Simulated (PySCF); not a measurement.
CH6BeOSSi.

```xyz
11

Be    -0.0590     0.3864    -0.1304
S     -1.5276     1.5711     0.1392
C     -2.6310     0.5121     1.1799
H     -2.9492    -0.4013     0.6427
H     -3.5297     1.1187     1.4000
H     -2.1517     0.2376     2.1386
O      1.0466    -0.4852    -0.3426
Si     2.3260    -1.5219    -0.5881
H      1.8437    -2.7861    -1.2460
H      2.9650    -1.8703     0.7286
H      3.3498    -0.8666    -1.4736
```
Charge 0, spin multiplicity 1.

Geometry: PBE-D3(BJ)/def2-SVP. The structure was generated by enumeration; whether it is a known compound was not checked. The values are those of a single conformer.

All values below come from KT2/pcSseg-1 run with PySCF. Non-relativistic, no solvent.

Problem. Give the absolute GIAO shielding of each atom: isotropic value and principal components (ppm). (An estimate is asked for; the answer gives what the named calculation found.)

Solution. 
```json
[
 {"atom": "Be1", "σ(iso)": "100.5", "σ11": "68.8", "σ22": "74.4", "σ33": "158.2", "span": "89.5"},
 {"atom": "S2", "σ(iso)": "723.3", "σ11": "647.6", "σ22": "667.0", "σ33": "855.3", "span": "207.7"},
 {"atom": "C3", "σ(iso)": "171.0", "σ11": "160.6", "σ22": "163.9", "σ33": "188.4", "span": "27.8"},
 {"atom": "H4", "σ(iso)": "28.9", "σ11": "23.1", "σ22": "27.1", "σ33": "36.4", "span": "13.3"},
 {"atom": "H5", "σ(iso)": "29.1", "σ11": "23.6", "σ22": "26.6", "σ33": "37.1", "span": "13.5"},
 {"atom": "H6", "σ(iso)": "28.9", "σ11": "23.1", "σ22": "27.1", "σ33": "36.4", "span": "13.4"},
 {"atom": "O7", "σ(iso)": "280.9", "σ11": "247.1", "σ22": "272.0", "σ33": "323.5", "span": "76.4"},
 {"atom": "Si8", "σ(iso)": "395.9", "σ11": "352.6", "σ22": "353.0", "σ33": "482.1", "span": "129.5"},
 {"atom": "H9", "σ(iso)": "25.7", "σ11": "22.6", "σ22": "24.3", "σ33": "30.3", "span": "7.7"},
 {"atom": "H10", "σ(iso)": "25.7", "σ11": "22.6", "σ22": "24.3", "σ33": "30.4", "span": "7.7"},
 {"atom": "H11", "σ(iso)": "25.8", "σ11": "22.7", "σ22": "24.1", "σ33": "30.5", "span": "7.8"}
]
```
